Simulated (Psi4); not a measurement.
C3H6O, charge +1, doublet, geometry from GFN2-xTB (a state made from the parent by changing its charge; the spin is typed, not shown lowest); Psi4 1.11 with PBE0/STO-3G.

Psi4 was given this input:
```
memory 2 GB

molecule mol {
1 2
C    -1.185976   -0.144413   -0.713737
C    -0.012713   -0.003753    0.242234
C     1.255795    0.165764   -0.577458
O    -0.075849   -0.023178    1.413201
H    -1.302585   -1.216449   -0.902094
H    -1.036215    0.370900   -1.659441
H    -2.069112    0.238182   -0.193805
H     2.088288   -0.171099    0.047009
H     1.229215   -0.377623   -1.519424
H     1.354563    1.235928   -0.784094
}

set {
  basis sto-3g
  reference uks
  dft_radial_scheme becke
}

energy('pbe0')
print_variables()
```

The log (banner, timings and long lists left out):

```
   => Loading Basis Set <=

    Name: STO-3G
    Role: ORBITAL
    Keyword: BASIS

         ---------------------------------------------------------
                                   SCF
               by Justin Turney, Rob Parrish, Andy Simmonett
                          and Daniel G. A. Smith
                              UKS Reference
         ---------------------------------------------------------

  ==> Geometry <==

    Molecular point group: c1
    Full point group: C1

    Geometry (in Angstrom), charge = 1, multiplicity = 2:

       Center              X                  Y                   Z               Mass
    ------------   -----------------  -----------------  -----------------  -----------------
         C           -1.181467094811    -0.143050356181    -0.799286119956    12.000000000000
         C           -0.008204094811    -0.002390356181     0.156684880044    12.000000000000
         C            1.260303905189     0.167126643819    -0.663007119956    12.000000000000
         O           -0.071340094811    -0.021815356181     1.327651880044    15.994914619570
         H           -1.298076094811    -1.215086356181    -0.987643119956     1.007825032230
         H           -1.031706094811     0.372262643819    -1.744990119956     1.007825032230
         H           -2.064603094811     0.239544643819    -0.279354119956     1.007825032230
         H            2.092796905189    -0.169736356181    -0.038540119956     1.007825032230
         H            1.233723905189    -0.376260356181    -1.604973119956     1.007825032230
         H            1.359071905189     1.237290643819    -0.869643119956     1.007825032230

  Running in c1 symmetry.

  Rotational constants: A =      0.32353  B =      0.30784  C =      0.16776 [cm^-1]
  Rotational constants: A =   9699.27070  B =   9228.75599  C =   5029.18845 [MHz]
  Nuclear repulsion =  120.603793220255881

  Charge       = 1
  Multiplicity = 2
  Electrons    = 31
  Nalpha       = 16
  Nbeta        = 15

  ==> Algorithm <==

  SCF Algorithm Type is DF.
  DIIS enabled.
  MOM disabled.
  Fractional occupation disabled.
  Guess Type is SAD.
  Energy threshold   = 1.00e-06
  Density threshold  = 1.00e-06
  Integral threshold = 1.00e-12

  ==> Primary Basis <==

  Basis Set: STO-3G
    Blend: STO-3G
    Number of shells: 18
    Number of basis functions: 26
    Number of Cartesian functions: 26
    Spherical Harmonics?: true
    Max angular momentum: 1

  ==> DFT Potential <==

   => LibXC <=

    Version 7.1.2
    S. Lehtola, C. Steigemann, M. J. T. Oliveira, and M. A. L. Marques,  SoftwareX 7, 1–5 (2018) (10.1016/j.softx.2017.11.002)

   => Composite Functional: PBE0 <=

    PBE0 Hyb-GGA Exchange-Correlation Functional

    C. Adamo and V. Barone,  J. Chem. Phys. 110, 6158 (1999) (10.1063/1.478522)
    M. Ernzerhof and G. E. Scuseria,  J. Chem. Phys. 110, 5029 (1999) (10.1063/1.478401)

    Deriv               =              1
    GGA                 =           TRUE
    Meta                =          FALSE

    Exchange Hybrid     =           TRUE
    MP2 Hybrid          =          FALSE

   => Exchange Functionals <=

    0.7500   Perdew, Burke & Ernzerhof

   => Exact (HF) Exchange <=

    0.2500               HF

   => Correlation Functionals <=

    1.0000   Perdew, Burke & Ernzerhof

   => LibXC Density Thresholds  <==

    XC_HYB_GGA_XC_PBEH:  1.00E-15

   => Molecular Quadrature <=

    Radial Scheme          =          BECKE
    Pruning Scheme         =           NONE
    Nuclear Scheme         =       TREUTLER

    Blocking Scheme        =         OCTREE
    BS radius alpha        =              1
    Pruning alpha          =              1
    Radial Points          =             75
    Spherical Points       =            302
    Total Points           =         187259
    Total Blocks           =           1423
    Max Points             =            256
    Max Functions          =             25
    Weights Tolerance      =       1.00E-15

   => Loading Basis Set <=

    Name: (STO-3G AUX)
    Role: JKFIT
    Keyword: DF_BASIS_SCF

  ==> Integral Setup <==

  SCF_SUBTYPE=INCORE selected. In-core MEM_DF algorithm will be used.
  Using in-core AOs.

  ==> MemDFJK: Density-Fitted J/K Matrices <==

    J tasked:                   Yes
    K tasked:                   Yes
    wK tasked:                   No
    Algorithm:                 Core
    Schwarz Cutoff:           1E-12
    Mask sparsity (%):       0.8876
    Fitting Condition:        1E-10

   => Auxiliary Basis Set <=

  Basis Set: (STO-3G AUX)
    Blend: DEF2-UNIVERSAL-JKFIT
    Number of shells: 136
    Number of basis functions: 410
    Number of Cartesian functions: 480
    Spherical Harmonics?: true
    Max angular momentum: 4

  Minimum eigenvalue in the overlap matrix is 2.0862617906E-01.
  Reciprocal condition number of the overlap matrix is 8.5076930833E-02.
    Using symmetric orthogonalization.

  ==> Pre-Iterations <==

  SCF Guess: Superposition of Atomic Densities via on-the-fly atomic UHF (no occupation information).

   -------------------------
    Irrep   Nso     Nmo
   -------------------------
     A         26      26
   -------------------------
    Total      26      26
   -------------------------

  ==> Iterations <==

                           Total Energy        Delta E     RMS |[F,P]|

   @DF-UKS iter SAD:  -188.45092856433359   -1.88451e+02   0.00000e+00
   @DF-UKS iter   1:  -190.11699107719758   -1.66606e+00   1.21860e-02 ADIIS/DIIS
   @DF-UKS iter   2:  -190.09678733499373    2.02037e-02   1.60007e-02 ADIIS/DIIS
   @DF-UKS iter   3:  -190.17717702440476   -8.03897e-02   4.33161e-03 ADIIS/DIIS
   @DF-UKS iter   4:  -190.18603018874785   -8.85316e-03   1.11660e-03 ADIIS/DIIS
   @DF-UKS iter   5:  -190.18661110876374   -5.80920e-04   2.40451e-04 ADIIS/DIIS
   @DF-UKS iter   6:  -190.18666378772377   -5.26790e-05   7.24152e-05 DIIS
   @DF-UKS iter   7:  -190.18667535860692   -1.15709e-05   1.86899e-05 DIIS
   @DF-UKS iter   8:  -190.18667630788889   -9.49282e-07   5.08288e-06 DIIS
   @DF-UKS iter   9:  -190.18667638054220   -7.26533e-08   1.53052e-06 DIIS
   @DF-UKS iter  10:  -190.18667638444455   -3.90236e-09   3.74939e-07 DIIS
  Energy and wave function converged.

  ==> Post-Iterations <==

   Electrons on quadrature grid:
      Nalpha   =   15.9999996241 ; deviation = -3.759e-07
      Nbeta    =   14.9999992205 ; deviation = -7.795e-07
      Ntotal   =   30.9999988446 ; deviation = -1.155e-06

   @Spin Contamination Metric:   7.446002428E-03
   @S^2 Expected:                7.500000000E-01
   @S^2 Observed:                7.574460024E-01
   @S   Expected:                5.000000000E-01
   @S   Observed:                5.000000000E-01

    Orbital Energies [Eh]
    ---------------------

    Alpha Occupied:

       1A    -19.508829     2A    -10.522957     3A    -10.354136
       4A    -10.354041     5A     -1.485275     6A     -1.062776
       7A     -0.976984     8A     -0.814357     9A     -0.780601
      10A     -0.757614    11A     -0.735997    12A     -0.662860
      13A     -0.643791    14A     -0.641688    15A     -0.626601
      16A     -0.567400

    Alpha Virtual:

      17A     -0.253422    18A      0.082998    19A      0.103612
      20A      0.159558    21A      0.194648    22A      0.225253
      23A      0.227218    24A      0.254468    25A      0.261242
      26A      0.395072

    Beta Occupied:

       1A    -19.494175     2A    -10.525152     3A    -10.351022
       4A    -10.350938     5A     -1.440630     6A     -1.047779
       7A     -0.961303     8A     -0.792707     9A     -0.747461
      10A     -0.722500    11A     -0.719575    12A     -0.656926
      13A     -0.639087    14A     -0.630636    15A     -0.604604

    Beta Virtual:

      16A     -0.395029    17A     -0.248106    18A      0.101077
      19A      0.127837    20A      0.166532    21A      0.198525
      22A      0.228595    23A      0.232039    24A      0.259620
      25A      0.268036    26A      0.406185

    Final Occupation by Irrep:
              A
    DOCC [    15 ]
    SOCC [     1 ]
    NA   [    16 ]
    NB   [    15 ]

  @DF-UKS Final Energy:  -190.18667638444455

   => Energetics <=

    Nuclear Repulsion Energy =            120.6037932202558807
    One-Electron Energy =                -487.0977414413493989
    Two-Electron Energy =                 196.3369427534318277
    DFT Exchange-Correlation Energy =     -20.0296709167828304
    Empirical Dispersion Energy =           0.0000000000000000
    VV10 Nonlocal Energy =                  0.0000000000000000
    Total Energy =                       -190.1866763844445529

  UHF NO Occupations:
  HONO-2 :   14  A 1.9987378
  HONO-1 :   15  A 1.9980787
  HONO-0 :   16  A 1.0000000
  LUNO+0 :   17  A 0.0019213
  LUNO+1 :   18  A 0.0012622
  LUNO+2 :   19  A 0.0002952
  LUNO+3 :   20  A 0.0001713

Computation Completed

Properties will be evaluated at   0.000000,   0.000000,   0.000000 [a0]

Properties computed using the SCF density matrix

 Multipole Moments:

 ------------------------------------------------------------------------------------
     Multipole            Electronic (a.u.)      Nuclear  (a.u.)        Total (a.u.)
 ------------------------------------------------------------------------------------

 L = 1.  Multiply by 2.5417464519 to convert [e a0] to [Debye]
 Dipole X            :         -0.2447578            0.2726553            0.0278975
 Dipole Y            :         -0.0741622            0.0824064            0.0082442
 Dipole Z            :          4.5718315           -5.1732743           -0.6014428
 Magnitude           :                                                    0.6021459

 ------------------------------------------------------------------------------------

  Variable Map:
  ----------------------------------------------------------------------------
  "CURRENT ENERGY"              =>    -190.186676384445
  "CURRENT REFERENCE ENERGY"    =>    -190.186676384445
  "DD SOLVATION ENERGY"         =>       0.000000000000
  "DFT FUNCTIONAL TOTAL ENERGY" =>    -190.186676384445
  "DFT TOTAL ENERGY"            =>    -190.186676384445
  "DFT VV10 ENERGY"             =>       0.000000000000
  "DFT XC ENERGY"               =>     -20.029670916783
  "GRID ELECTRONS ALPHA"        =>      15.999999624105
  "GRID ELECTRONS BETA"         =>      14.999999220481
  "GRID ELECTRONS TOTAL"        =>      30.999998844585
  "NUCLEAR REPULSION ENERGY"    =>     120.603793220256
  "ONE-ELECTRON ENERGY"         =>    -487.097741441349
  "PCM POLARIZATION ENERGY"     =>       0.000000000000
  "PE ENERGY"                   =>       0.000000000000
  "SCF ITERATION ENERGY"        =>    -190.186676384445
  "SCF ITERATIONS"              =>      10.000000000000
  "SCF TOTAL ENERGY"            =>    -190.186676384445
  "TWO-ELECTRON ENERGY"         =>     196.336942753432
  "XC GRID RADIAL POINTS"       =>      75.000000000000
  "XC GRID SPHERICAL POINTS"    =>     302.000000000000
  "XC GRID TOTAL POINTS"        =>  187259.000000000000

  Array Variable Map:
  ----------------------------------------------------------------------------
  "CURRENT DIPOLE"              =>       0.027897522910 ... -0.601442754522 1 by 3
  "SCF DIPOLE"                  =>       0.027897522910 ... -0.601442754522 1 by 3
  "SCF TOTAL ENERGIES"          =>    -188.450928564334 ... -190.186676384445 1 by 11
```
